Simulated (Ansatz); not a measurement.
A nudged elastic band was laid between two geometries of Cl₂GaH₃O (7 atoms, charge 0, multiplicity 1).

All numbers below come from Ansatz, RKS PBE/def2-SVP.

```yaml
movable_images: 7
climbing_image: yes
spring: 5.0 eV/Å²
optimiser: quadratic models (default)
start_path: through a guess of the saddle point
force_threshold: 0.03 eV/Å
iteration_limit: 60
end_points: relaxed
```

Image 0:

```xyz
7
Properties=species:S:1:pos:R:3
Ga 0.119 0.088 0.162
H 0.045 0.805 1.552
Cl 1.857 0.258 -1.126
Cl -1.763 -0.329 -0.932
O 0.147 -1.991 0.697
H -0.673 -2.235 0.205
H -0.059 -2.144 1.641
```

Image 8:

```xyz
7
Properties=species:S:1:pos:R:3
Ga 0.066 -0.683 -0.509
H -0.025 0.223 2.145
Cl 1.855 0.412 -0.922
Cl -1.860 0.168 -0.959
O 0.219 -2.357 0.113
H -0.660 -2.770 0.216
H 0.077 -0.541 2.114
```

What changes between the two ends?

Bonds broken: Ga1–H2, O5–H7. Bonds formed: H2–H7. Cl2GaH3O becomes Cl2GaHO + H2.

Give the energies along the band, and the barrier.

The forces met the threshold. The highest image is number 5 of 0 to 8, 28.5 kcal/mol above the first end and 16.0 kcal/mol above the last; the last end lies 12.5 kcal/mol above the first. A vibrational analysis at the climbing image gives one clearly imaginary mode, 1047i cm⁻¹: a first-order saddle point. The orbitals stay closed-shell, which can raise the energy where a bond breaks towards radicals; this wasn't checked here.

| image | path coordinate (Å) | energy (kcal/mol) | Ga1–H2 (Å) | O5–H7 (Å) | H2–H7 (Å) |
| --- | --- | --- | --- | --- | --- |
| 0 | 0.00 | 0.0 | 1.57 | 0.98 | 2.95 |
| 1 | 0.37 | 0.7 | 1.57 | 0.98 | 2.64 |
| 2 | 0.74 | 2.8 | 1.57 | 0.98 | 2.25 |
| 3 | 1.11 | 6.9 | 1.59 | 0.99 | 1.81 |
| 4 | 1.48 | 16.8 | 1.68 | 1.06 | 1.37 |
| 5 | 1.85 | 28.5 | 1.84 | 1.36 | 0.99 |
| 6 | 2.30 | 19.3 | 2.14 | 1.82 | 0.81 |
| 7 | 2.75 | 13.4 | 2.49 | 2.28 | 0.78 |
| 8 | 3.19 | 12.5 | 2.81 | 2.71 | 0.77 |

What is the geometry of the highest image?


```xyz
7
Properties=species:S:1:pos:R:3:forces:R:3
Ga 0.058 -0.305 -0.152 0.00 0.00 0.01
H 0.015 -0.084 1.672 0.01 -0.01 -0.01
Cl 1.881 0.460 -0.992 0.00 0.00 0.00
Cl -1.871 0.154 -1.000 0.00 0.00 0.00
O 0.178 -2.071 0.635 -0.02 0.01 -0.01
H -0.611 -2.634 0.495 0.01 -0.01 0.01
H 0.023 -1.069 1.540 -0.01 0.01 0.00
```

What are the harmonic wavenumbers there?

1047i, 117, 134, 172, 302, 380, 446, 492, 589, 762, 883, 1279, 1684, 1913, 3679 cm⁻¹.

Run time: 3.2 min on 2 threads of Arm Neoverse N1, with other jobs on the host, peak memory 0.15 GiB.
